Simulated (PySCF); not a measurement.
## UHF on C (carbon, neutral)

Configuration: [He] 2s2 2p2, high-spin 3P determinant. Calculation: PySCF 2.14, in aug-cc-pwCVQZ; the non-relativistic Hamiltonian (point nucleus).

* Total energy: -37.693375 hartree
* One-electron energy: -50.4492 hartree
* Hartree (Coulomb) energy: 17.8324 hartree
* Exchange energy: -5.0765 hartree
* Kinetic energy: 37.69270 hartree
* ⟨S²⟩: 2.0104
* ⟨L²⟩: 2.018
* Sum of ⟨r⟩: 7.139 bohr
* Sum of ⟨r²⟩: 13.77 bohr²
* Traceless quadrupole moment −½Σ⟨3z² − r²⟩ along its main axis: 1.49 e·bohr²
* Density at the nucleus (Gaussians lack the cusp): 125 bohr⁻³
* Spin density at the nucleus: 0.0761 bohr⁻³
* Langevin diamagnetic susceptibility: -10.9 ×10⁻⁶ cm³/mol

| shell | electrons | mean orbital energy (hartree) | rms radius, mean of both spins (bohr) |
| --- | --- | --- | --- |
| 1s α | 1 | -11.34576 | 0.312 |
| 1s β | 1 | -11.30078 | 0.312 |
| 2s α | 1 | -0.82934 | 1.76 |
| 2s β | 1 | -0.58356 | 1.76 |
| 2p α | 2 | -0.43904 | 1.92 |

Spin-orbit constants ζ (cm⁻¹) from the X2C one-electron operator on these orbitals (non-relativistic here): bare nucleus, nucleus screened by l(l+1)(2l+1)/3 electrons, and screened by the Breit-Pauli mean field of the electrons.

```tsv
shell	bare	screened nucleus	mean field
2p	59.47	39.65	31.46
```

To first order the Landé constant is A = 15.73 cm⁻¹, so the lowest level has J = 0 and lies 0.00390 eV below the centre of the term. This holds in LS coupling only.
